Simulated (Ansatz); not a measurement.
Cartesian coordinates in Å:
```
F 0.8155 2.3606 0.3342
B 0.5880 1.0642 0.3764
Si 0.7307 -0.4167 -0.9182
Si -0.9878 -0.0599 0.7555
H 1.2421 -1.7207 -0.4283
H 0.8075 -0.2987 -2.3985
H -0.7855 -1.3012 1.5428
H -2.4105 0.3724 0.7360
```

The species carries charge 0 and has multiplicity 1.

Task: List the ωB97M-V/def2-TZVPP orbital energies in eV (the Gaussian-basis code of Ansatz). (Estimate.)

Result: Computed: Occupied: -1806.97, -1806.97, -678.22, -189.61, -148.10, -148.10, -102.25, -102.24, -102.19, -102.19, -102.18, -102.17, -36.99, -19.71, -17.99, -16.72, -15.85, -15.69, -13.89, -12.88, -12.00, -8.98, -8.89. Lowest empty: -0.19, 1.02, 1.61, 2.13, 2.70, 3.36, 3.64, 3.84.
